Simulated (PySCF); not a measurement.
# Field gradients at the hydrogen positions

Compound: C5H12F2Si2.
Z-matrix (Å and degrees, GFN2-xTB geometry), rows numbered from 1:
```
C 
Si  1  1.9015
C   2  1.9227  1  109.98
C   3  1.5293  2  108.73  1  -148.61
C   4  1.5272  3  109.83  2   175.13
F   5  1.3588  4  111.39  3   174.43
F   5  1.3568  4  111.67  3   -67.41
C   4  1.5312  3  111.64  2    52.01
Si  8  1.9139  4  109.26  3   -52.74
H   1  1.0861  2  111.53  3    61.95
H   1  1.0852  2  110.75  3  -178.24
H   1  1.0862  2  111.52  3   -58.53
H   2  1.4757  1  107.89  3   117.33
H   3  1.0903  2  112.73  1    89.49
H   3  1.0918  2  110.31  1   -29.72
H   4  1.0966  3  109.42  2   -69.05
H   5  1.1020  4  113.06  3    53.58
H   8  1.0918  4  108.51  3    67.02
H   8  1.0898  4  109.43  3  -176.88
H   9  1.4681  2  116.48  1  -131.88
H   9  1.4669  2  120.57  1     0.21
```

Level: PBE0/pcSseg-1 (PySCF, non-relativistic); Q(2H) = 0.00286 b; rigid geometry, the same for H and D, with no vibrational averaging.

Question: Rank these positions by the coupling χzz of a deuteron there, largest first.
A. H17 (methine hydrogen)
B. H14 (methylene hydrogen)
C. H16 (methine hydrogen)
D. H21 (Si–H hydrogen)
E. H13 (Si–H hydrogen)
F. H10 (methyl hydrogen)

Answer: F (218 kHz), B (212 kHz), C (195 kHz), A (180 kHz), D (110 kHz), E (105 kHz).

Q: Give the electric field gradient Vzz (the principal value of largest size), its asymmetry and the 2H coupling at each hydrogen.

A: 
| atom | bonded to | bond length (Å) | Vzz (au) | η | χzz (kHz) |
| --- | --- | --- | --- | --- | --- |
| H10 | C1 | 1.086 | 0.3244 | 0.01 | 218 |
| H11 | C1 | 1.085 | 0.3265 | 0.01 | 219 |
| H12 | C1 | 1.086 | 0.3250 | 0.01 | 218 |
| H13 | Si2 | 1.476 | 0.1564 | 0.02 | 105 |
| H14 | C3 | 1.090 | 0.3152 | 0.04 | 212 |
| H15 | C3 | 1.092 | 0.3085 | 0.03 | 207 |
| H16 | C4 | 1.097 | 0.2904 | 0.04 | 195 |
| H17 | C5 | 1.102 | 0.2679 | 0.03 | 180 |
| H18 | C8 | 1.092 | 0.3083 | 0.03 | 207 |
| H19 | C8 | 1.090 | 0.3133 | 0.04 | 211 |
| H20 | Si9 | 1.468 | 0.1623 | 0.02 | 109 |
| H21 | Si9 | 1.467 | 0.1633 | 0.02 | 110 |

Q: Average by the element that carries the hydrogen.

A: on C: 208 kHz over 9 positions, mean bond length 1.091 Å; on Si: 108 kHz over 3 positions, mean bond length 1.470 Å.

Q: How does χzz go with the bond length over the 9 C–H bonds?

A: A straight-line fit has a slope of -23.3 kHz for each 0.01 Å, with a correlation coefficient of -0.99, over lengths from 1.085 to 1.102 Å. The longer bonds have the smaller couplings here.

Q: Give the 2H NMR doublet splittings at H19 for a magnetic field along the z, y and x axes of the gradient: 3χ/2, 3χ(1 + η)/4, 3χ(1 − η)/4.

A: With |χ| = 210.5 kHz and η = 0.036: 316, 164 and 152 kHz, to first order and without motion.

Geometry: GFN2-xTB, one conformer, isolated molecule. GFN2-xTB bond lengths can be off by several hundredths of an ångström, more for odd bonds, and the gradients follow them. These gradients aren't converged with respect to the basis.
